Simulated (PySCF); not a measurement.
## Relaxation of quartet [Mg3O]+

Level of theory: UB3LYP in PySCF with O def2-SVP, Mg def2-SVP; no relativity; density-fitted integrals. A (50,194) grid was used.

A hand-made T-shaped start, of C2v symmetry, held to at least that symmetry:

```xyz
4
charge 1 multiplicity 4, angstrom
O     0.0000    0.0000   -0.5776
Mg    0.0000    0.0000    1.4021
Mg    1.9784    0.0000   -0.5084
Mg   -1.9784    0.0000   -0.5084
```

Optimiser trace:
| step | E − E(last) (kJ/mol) | largest gradient (Eh/bohr) |
| --- | --- | --- |
| 0 | 112.05 | 0.02435 |
| 1 | 87.94 | 0.02016 |
| 2 | 34.85 | 0.01139 |
| 3 | 11.02 | 0.01114 |
| 4 | 5.42 | 0.01165 |
| 5 | 2.02 | 0.00777 |
| 6 | 0.49 | 0.00533 |
| 7 | 0.24 | 0.00416 |
| 8 | 0.00 | 0.00038 |
| 9 | 0.00 | 0.00004 |

It ends at D3h with Mg–Mg 3.337 Å (×3), O–Mg 1.927 Å (×3); Mg–Mg–Mg 60.0° (×3), Mg–Mg–O 30.0° (×6), Mg–O–Mg 120.0° (×3) (after a last refinement on a finer grid). A frequency run shows a minimum. Other isomers or separated fragments may lie lower.

Final geometry:
```xyz
4
charge 1 multiplicity 4, angstrom
O     0.0000    0.0000    0.0000
Mg    0.0020    0.0000    1.9266
Mg    1.6675    0.0000   -0.9650
Mg   -1.6695    0.0000   -0.9616
```

At this level a doublet minimum of C2v symmetry lies 37 kJ/mol below this structure.

The relaxation took about 30 core-seconds on a shared host.
